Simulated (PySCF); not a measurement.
F₂H₄Si₂, SMILES [SiH2]([SiH2]F)F.

Geometry optimised at r2SCAN-D4/def2-SVP. One conformer was computed; it need not be the lowest.

Calculation: TDDFT-CAM-B3LYP/def2-SVPD (PySCF).

Vertical excitations. The molecule is in vacuum. State labels are in the subgroup C2.

```json
[
 {"state": "S1", "symmetry": "A", "energy (eV)": "6.31", "λ (nm)": "197", "f": "0.010", "main pairs": "HOMO→LUMO 97 %"},
 {"state": "S2", "symmetry": "B", "energy (eV)": "6.68", "λ (nm)": "186", "f": "0.022", "main pairs": "HOMO→LUMO+1 95 %"},
 {"state": "S3", "symmetry": "A", "energy (eV)": "7.71", "λ (nm)": "161", "f": "0.004", "main pairs": "HOMO−1→LUMO 74 %, HOMO−2→LUMO+1 23 %"},
 {"state": "S4", "symmetry": "B", "energy (eV)": "7.72", "λ (nm)": "161", "f": "0.005", "main pairs": "HOMO−2→LUMO 65 %, HOMO−1→LUMO+1 32 %"},
 {"state": "S5", "symmetry": "A", "energy (eV)": "8.14", "λ (nm)": "152", "f": "0.013", "main pairs": "HOMO→LUMO+2 96 %"},
 {"state": "S6", "symmetry": "B", "energy (eV)": "8.26", "λ (nm)": "150", "f": "0.216", "main pairs": "HOMO→LUMO+3 73 %, HOMO−1→LUMO+1 12 %"},
 {"state": "S7", "symmetry": "A", "energy (eV)": "8.73", "λ (nm)": "142", "f": "0.004", "main pairs": "HOMO−2→LUMO+1 73 %, HOMO−1→LUMO 22 %"},
 {"state": "S8", "symmetry": "B", "energy (eV)": "8.77", "λ (nm)": "141", "f": "0.188", "main pairs": "HOMO→LUMO+4 50 %, HOMO−1→LUMO+1 29 %, HOMO−2→LUMO 12 %"},
 {"state": "S9", "symmetry": "B", "energy (eV)": "8.81", "λ (nm)": "141", "f": "0.524", "main pairs": "HOMO→LUMO+4 38 %, HOMO−1→LUMO+1 22 %, HOMO→LUMO+3 20 %, HOMO−2→LUMO 13 %"},
 {"state": "S10", "symmetry": "A", "energy (eV)": "9.26", "λ (nm)": "134", "f": "0.034", "main pairs": "HOMO→LUMO+5 46 %, HOMO→LUMO+7 33 %, HOMO−2→LUMO+3 10 %"},
 {"state": "T1", "symmetry": "A", "energy (eV)": "5.53", "λ (nm)": "224", "f": "0", "main pairs": "HOMO→LUMO 95 %"},
 {"state": "T2", "symmetry": "B", "energy (eV)": "5.87", "λ (nm)": "211", "f": "0", "main pairs": "HOMO→LUMO+1 94 %"},
 {"state": "T3", "symmetry": "A", "energy (eV)": "7.22", "λ (nm)": "172", "f": "0", "main pairs": "HOMO−1→LUMO 72 %, HOMO−2→LUMO+1 22 %"},
 {"state": "T4", "symmetry": "B", "energy (eV)": "7.26", "λ (nm)": "171", "f": "0", "main pairs": "HOMO−2→LUMO 61 %, HOMO−1→LUMO+1 32 %"}
]
```
Triplets are in the Tamm–Dancoff approximation, which puts them higher than full response would, so one can lie above its singlet here.
